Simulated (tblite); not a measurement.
Compound: C4H10GeO.
SMILES with atom numbers: `[CH2:1]=[CH:2][C@@H:3]([GeH3:4])[O:5][CH3:6]` (hydrogens: H7, H8 on C1; H9 on C2; H10 on C3; H11, H12, H13 on Ge4; H14, H15, H16 on C6)

Computed with GFN2-xTB (tblite), gas phase: nudged elastic band of 9 images (0 to 8), spring 0.2 eV/Å², climbing image at the end, force threshold 0.05 eV/Å. No saddle search or frequency run followed, so the top image need not be a first-order saddle, and its height can exceed the method's true barrier by a kcal/mol or more.

Path: rotation about C3–O5 (sp3 carbon bound to oxygen, ether oxygen), followed by the dihedral C2–C3–O5–C6, from 68° to 173°. Start geometry (image 0):
```
atom  x, y, z in Å
C1      1.892   -1.317    0.302
C2      0.930   -0.605   -0.257
C3     -0.036    0.239    0.497
Ge4     0.379    2.183    0.334
O5     -1.344    0.242   -0.052
C6     -2.010   -0.991    0.053
H7      2.599   -1.880   -0.283
H8      2.016   -1.355    1.373
H9      0.811   -0.574   -1.332
H10    -0.066   -0.075    1.551
H11     0.337    2.570   -1.105
H12    -0.660    2.966    1.064
H13     1.731    2.532    0.879
H14    -2.098   -1.300    1.102
H15    -1.485   -1.777   -0.502
H16    -3.004   -0.848   -0.368
```

The first guess turns that dihedral rigidly in even steps and adds one set of random displacements (0.04 Å standard deviation a coordinate) to every inner image. Energies of the images above image 0 (eV) in the early part of the optimisation:

```tsv
iteration	1	2	3	4	5	6	7	8
0	1.249	1.352	1.420	1.437	1.411	1.383	1.427	0.117
10	0.055	0.096	0.142	0.177	0.196	0.222	0.309	0.117
20	0.042	0.083	0.130	0.164	0.182	0.205	0.287	0.117
30	0.026	0.069	0.117	0.150	0.163	0.179	0.247	0.117
40	0.020	0.061	0.108	0.142	0.152	0.157	0.184	0.117
50	0.018	0.058	0.105	0.139	0.147	0.148	0.157	0.117
```

Question: Where does the band end, and how far was the first guess from it?

Answer: Final energies, images 1 to 8: 0.016, 0.055, 0.102, 0.136, 0.144, 0.138, 0.132, 0.117 eV. The highest point drops from 1.44 eV (image 4) to 0.144 eV (image 5), by 1.29 eV. Image 5 moved by 0.07 Å rms, its dihedral from 135° to 137°. The end images are fixed. The true force on the top image ends at 0.032 eV/Å, and the largest on any image at 0.05 eV/Å; away from the top, the method drives only the force across the path to zero. The last saved iteration is 80.

The cost below is that of the whole band run. Hardware: one thread of an Intel Xeon at 2.50 GHz, on a shared host. Cost: 14 s, 0.19 GiB resident at most.
